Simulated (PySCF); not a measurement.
This PySCF input asks for the NMR shieldings of `CS[C@@](C)([SiH3])C[SiH2]Cl`, C$_{4}$H$_{13}$ClSSi$_{2}$; the geometry comes from GFN2-xTB.

```python
import basis_set_exchange as bse
import numpy as np
from pyscf import gto, dft
from pyscf.prop import nmr

atoms = """
C    -2.336534   -1.672900    0.245651
S    -1.917883   -0.031655    0.911120
C    -0.309617    0.398170    0.086109
C    -0.457997    0.256729   -1.419661
Si   -0.096190    2.244095    0.577441
C     0.772269   -0.520066    0.639474
Si    2.549421   -0.269245    0.007102
Cl    3.662436   -1.744182    0.827513
H    -1.528330   -2.375496    0.426574
H    -2.563277   -1.603256   -0.813842
H    -3.220006   -1.987240    0.791791
H    -1.368853    0.745609   -1.760927
H     0.386485    0.724483   -1.923234
H    -0.490663   -0.791219   -1.719429
H    -1.292100    2.967101    0.155595
H     0.085691    2.328376    2.022998
H     1.077758    2.750401   -0.137631
H     0.495980   -1.560565    0.427904
H     0.777376   -0.429546    1.730210
H     3.110511    1.007007    0.441150
H     2.654603   -0.419656   -1.443825
"""
names = dict.fromkeys(["C", "S", "Si", "Cl", "H"], "pcSseg-1")
basis = {el: gto.basis.parse(bse.get_basis(n, elements=[el], fmt="nwchem")) for el, n in names.items()}
mol = gto.M(atom=atoms, basis=basis, charge=0, verbose=0)
mf = dft.RKS(mol, xc="PBE0")
mf.grids.level = 2
mf.grids.alignment = dft.numint.BLKSIZE   # the property module wants whole blocks of grid points
mf.conv_tol = 1e-9
mf.kernel()

calc = nmr.RKS(mf)   # GIAO
C = mf.mo_coeff
Co = C[:, mf.mo_occ > 0]
resp = mf.gen_response(singlet=True, hermi=2)
def vind(x):   # induced exchange potential for any number of trial vectors
    d = np.einsum("pi,xij,qj->xpq", C, 2 * x.reshape(-1, C.shape[1], Co.shape[1]), Co, optimize=True)
    return np.einsum("xpq,pi,qj->xij", resp(d - d.transpose(0, 2, 1)), C, Co, optimize=True).ravel()
mo1, _ = nmr.rhf.solve_mo1(calc, with_cphf=vind)
sigma = calc.kernel(mo1)
for i, s in enumerate(sigma):   # ppm
    w = np.linalg.eigvalsh((s + s.T) / 2)
    print("%2d %-2s iso %8.1f  s11 %8.1f  s22 %8.1f  s33 %8.1f" % (i, mol.atom_pure_symbol(i), w.mean(), *w))
```

Q: What are the results?

A: 
```
 0 C  iso    175.3  s11    166.8  s22    171.0  s33    188.2
 1 S  iso    418.4  s11    220.1  s22    347.5  s33    687.7
 2 C  iso    152.3  s11    133.2  s22    153.5  s33    170.4
 3 C  iso    158.5  s11    138.4  s22    154.6  s33    182.6
 4 Si iso    402.6  s11    362.6  s22    379.7  s33    465.5
 5 C  iso    154.6  s11    123.5  s22    151.3  s33    189.1
 6 Si iso    368.9  s11    326.4  s22    369.7  s33    410.7
 7 Cl iso   1015.2  s11    987.8  s22   1001.5  s33   1056.4
 8 H  iso     29.4  s11     23.3  s22     29.1  s33     35.6
 9 H  iso     29.5  s11     23.9  s22     27.9  s33     36.7
10 H  iso     29.9  s11     24.5  s22     26.6  s33     38.6
11 H  iso     30.1  s11     26.1  s22     27.5  s33     36.8
12 H  iso     30.2  s11     25.8  s22     28.3  s33     36.5
13 H  iso     30.2  s11     26.7  s22     29.0  s33     34.8
14 H  iso     27.8  s11     24.0  s22     26.2  s33     33.2
15 H  iso     27.8  s11     24.5  s22     25.8  s33     33.0
16 H  iso     27.8  s11     23.6  s22     26.8  s33     32.8
17 H  iso     29.7  s11     23.7  s22     31.8  s33     33.5
18 H  iso     29.9  s11     25.1  s22     29.9  s33     34.7
19 H  iso     26.5  s11     21.3  s22     27.2  s33     31.0
20 H  iso     26.6  s11     21.8  s22     27.3  s33     30.7
```

These numbers come from an equivalent density-fitted implementation of the same equations, which agrees with the script to about 0.01 ppm for H and up to a few tenths of a ppm for heavy atoms, so last digits may differ.

Q: Turn these shieldings into chemical shifts. Scale: ¹³C (σ = 186.93 ppm), ²⁹Si (σ = 349.16 ppm), ¹H (σ = 31.72 ppm) vs TMS; ³³S (σ = 503.73 ppm) vs CS2; ³⁵Cl (σ = 949.78 ppm) against HCl (reference shieldings calculated alike).

A: Averaging equivalent atoms: C 2: 34.6; C 5: 32.3; C 3: 28.4; C 0: 11.6; S 1: 85; Si 6: -19.8; Si 4: -53.4; Cl 7: -65; H 19: 5.23; H 20: 5.09; H 14/15/16: 3.95; H 8/9/10: 2.14; H 17: 2.04; H 18: 1.82; H 11/12/13: 1.57 ppm. 

Size and cost of the density-fitted run: 229 basis functions, 99 s wall time on 1 thread of an Arm Neoverse N1, shared host; peak memory 1.1 GiB.
